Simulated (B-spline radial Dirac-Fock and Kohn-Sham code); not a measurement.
EELS cross sections of the Tm M1 edge

System: neutral thulium, [Xe] 4f13 6s2. Model: the first Born approximation with generalised oscillator strengths from a Dirac-Hartree-Slater potential (longitudinal and transverse terms; continuum final states only, so no white lines or fine structure). Program: a radial finite-basis atomic code. The edge is taken at 2307.0 eV (tabulated value).

Input file task.json (cfg lists n, l and occupation; rrms is the nuclear radius in fm):

```json
{"items": [{
  "Z": 69,
  "q": 0,
  "cfg": [[1, 0, 2], [2, 0, 2], [2, 1, 6], [3, 0, 2], [3, 1, 6], [3, 2, 10], [4, 0, 2], [4, 1, 6], [4, 2, 10], [4, 3, 13], [5, 0, 2], [5, 1, 6], [6, 0, 2]],
  "A": 169,
  "rrms": 5.2256,
  "do": "eels",
  "beams": [[60, 5], [60, 100], [80, 50], [80, 100], [100, 5], [100, 10], [100, 100], [120, 5], [120, 50], [120, 100], [200, 20], [200, 50], [300, 20], [300, 50]],
  "edges": {"M1": 2307.0}
}]}
```

Run with: `python xray2_run.py task.json out`

Partial cross sections σ(β, Δ) in barn, integrated over a window Δ above the edge and up to the collection semi-angle β, for parallel illumination:

| E₀ (kV) | β (mrad) | Δ = 25 eV | Δ = 50 eV | Δ = 100 eV | Δ = 200 eV | Δ = 300 eV |
| --- | --- | --- | --- | --- | --- | --- |
| 60 | 5 | 0.259 | 0.506 | 0.969 | 1.78 | 2.46 |
| 60 | 100 | 16.3 | 32.6 | 64.0 | 121 | 171 |
| 80 | 50 | 9.31 | 18.3 | 35.6 | 66.8 | 94.3 |
| 80 | 100 | 15.1 | 30.4 | 60.0 | 114 | 162 |
| 100 | 5 | 0.434 | 0.850 | 1.63 | 3.00 | 4.16 |
| 100 | 10 | 1.48 | 2.90 | 5.57 | 10.3 | 14.3 |
| 100 | 100 | 14.0 | 28.5 | 56.6 | 108 | 153 |
| 120 | 5 | 0.522 | 1.02 | 1.96 | 3.61 | 5.01 |
| 120 | 50 | 9.01 | 17.8 | 34.7 | 65.3 | 92.5 |
| 120 | 100 | 13.2 | 27.0 | 53.8 | 103 | 147 |
| 200 | 20 | 4.64 | 9.14 | 17.7 | 33.3 | 47.0 |
| 200 | 50 | ? | ? | ? | ? | ? |
| 300 | 20 | 5.00 | 9.84 | 19.1 | 36.0 | 51.0 |
| 300 | 50 | 8.24 | 16.6 | 32.8 | 62.4 | 88.8 |

Q: Give the row for 200 kV and 50 mrad.

A: 8.53 b for 25 eV, 17.0 b for 50 eV, 33.3 b for 100 eV, 63.0 b for 200 eV, 89.5 b for 300 eV.

Values without a named source are computed, but for edge energies of neutral atoms, which are taken from tables.
